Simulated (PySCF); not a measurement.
# What a mistake does to a calculation on AlBFH3N cation

All numbers below are calculated, not measured. They come from PySCF 2.14.0, an open-source quantum chemistry program, on an isolated molecule that a program drew, which may never have been made. The molecule is AlBFH3N cation (charge +1, singlet), drawn as the SMILES string `N[B+][AlH][F]`.

Each row is a Hartree-Fock (HF) and frozen-core CCSD(T) single point in the cc-pV(D+d)Z basis, meant for a local HF minimum. Run 1 is clean. Each other run has one planted mistake out of seven kinds, and not every kind appears here: one electron removed, one electron added, multiplicity raised by two, geometry at a saddle point, minimal basis STO-3G, one bond length entered in bohr, all coordinates scaled. The reference is restricted for singlets and unrestricted otherwise, and also for a bond in bohr. Adding or removing an electron swaps singlet and doublet. Electrons count all cores. HOMO and LUMO are orbital energies over both spins, the gradient is its largest component, and the lowest frequency (negative if imaginary) is given only where the gradient is small. Bond lengths are over the 6 bonds as drawn. T1 is the CCSD diagnostic: over 0.02 (restricted) or 0.045 (unrestricted) a single reference is doubtful.

Geometry of the clean run:
```xyz
7
AlBFH3N cation, angstrom
N     1.5181    2.8024    0.1022
B     0.7328    1.8203    0.5140
Al   -0.4973    0.1378    1.2342
F     0.5801   -0.8913    1.9017
H     2.5205    2.7904    0.2318
H     1.1762    3.6284   -0.3681
H    -2.0307    0.1072    1.0601
```

| run | electrons | basis functions | <S^2> | HOMO (eV) | LUMO (eV) | gradient (hartree/bohr) | lowest frequency (cm^-1) | mean bond (Å) | longest bond (Å) | T1 | HF (hartree) | CCSD(T) (hartree) | mistake |
|---|---|---|---|---|---|---|---|---|---|---|---|---|---|
| 1 | 36 | 80 | 0.000 | -17.64 | -4.28 | 3.7e-05 | 110 | 1.4543 | 2.205 | 0.0158 | -422.08349 | -422.59574 | no fault |
| 2 | 37 | 80 | 0.772 | -6.25 | 1.27 | 5.8e-02 | - | 1.4543 | 2.205 | 0.0166 | -422.27469 | -422.79981 | one electron added |
| 3 | 35 | 80 | 0.794 | -23.88 | -15.44 | 9.7e-02 | - | 1.4543 | 2.205 | 0.0353 | -421.47804 | -421.97568 | ? |
| 4 | 36 | 80 | 0.000 | -17.55 | -4.31 | 2.7e-02 | - | 1.4993 | 2.274 | 0.0171 | -422.07714 | -422.59439 | ? |

**Which mistake was planted in run 3, and what did it cost?**

It counts 35 electrons, one fewer than the clean run, at the same geometry and basis. So the mistake is: one electron removed. Subtracting run 1 and multiplying by 627.51 kcal/mol a hartree, the energy moved by 379.9 kcal/mol in HF and 389.1 kcal/mol in CCSD(T).

**Which mistake was planted in run 4, and what did it cost?**

The mean and the longest bond both change by the same factor, 1.031, and the gradient is no longer small. So the mistake is: all coordinates scaled. Subtracting run 1 and multiplying by 627.51 kcal/mol a hartree, the energy moved by 4.0 kcal/mol in HF and 0.8 kcal/mol in CCSD(T).

